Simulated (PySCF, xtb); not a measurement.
CH3BeIO, SMILES C[O][Be][I].

GFN2-xTB in xtb 6.7.1 at its own geometry gives an orbital gap of 7.01 eV and a dipole moment of 6.69 D.

Coordinates come from a PBE0-D3(BJ)/def2-SVP optimisation. The def2 effective core potentials stand for the cores of I; spin–orbit coupling is left out. Other conformers were not sampled.

Question: What does CAM-B3LYP/def2-TZVPD (PySCF) give? (An estimate is asked for; the answer gives what the named calculation found.)

Answer: gap 9.04 eV (levels -8.91 and 0.13 eV), dipole 2.29 D.
